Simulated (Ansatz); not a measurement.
`[F][Ti]([F])([F])[Br]` + HI → `[F][Ti]([F])([F])[I]` + HBr at 298.15 K and 1 bar (ligand exchange at a Ti–Br bond).

Isolated molecules relaxed with PBE0-D4/def2-TZVP in Ansatz; ΔE leaves out vibrations. CCSD(T)/CBS adds triple-zeta CCSD(T) − MP2 to the extrapolated MP2 energy (def2 sets, frozen cores). def2 core potentials past Kr. For Br, I, Ti outer-core shells are correlated without core-valence functions, which leaves a few kJ/mol of doubt a bond. Scalar relativity is left out up to krypton.

| species | CCSD(T)/CBS energy (Eh) | H − E (kJ/mol) | S (J/(mol·K)) |
| --- | --- | --- | --- |
| `[F][Ti]([F])([F])[Br]` | -3721.88725 | 41.0 | 341.3 |
| HI | -298.03592 | 22.7 | 206.5 |
| `[F][Ti]([F])([F])[I]` | -1446.00030 | 40.8 | 350.0 |
| HBr | -2573.91920 | 24.6 | 198.6 |

H − E and S are ideal-gas, rigid-rotor, harmonic terms from PBE0-D4/def2-TZVP. 1 Eh = 2625.50 kJ/mol, R = 8.31446 J/(mol·K).

Question: By hand: ΔE, ΔH, ΔS and ΔG.

Answer: ΔE = (-1446.00030) + (-2573.91920) − (-3721.88725) − (-298.03592) = 0.00367 Eh = 9.6 kJ/mol. Δ(H − E) = 40.8 + 24.6 − 41.0 − 22.7 = 1.7, so ΔH = 11.3 kJ/mol. ΔS = 350.0 + 198.6 − 341.3 − 206.5 = 0.8 J/(mol·K). ΔG = 11.3 − 298.15 × (0.8)/1000 = 11.1 kJ/mol.

Question: By hand: the equilibrium constant, and the temperature at which ΔG would vanish if ΔH and ΔS stayed fixed.

Answer: log₁₀ K = −ΔG/(RT ln 10) = -1.9. ΔG = 0 at ΔH/ΔS = 14125 K, far beyond where these terms or the molecules hold.

The number of gas molecules stays the same, so ΔS is small and ΔH decides. A doubt of 5 kJ/mol in ΔE shifts log₁₀ K by 0.9 here. These are equilibria of isolated gas molecules and say nothing of rates. Largest T1 diagnostic: 0.023 (customary marks: 0.02 for closed shells, 0.045 for open ones).
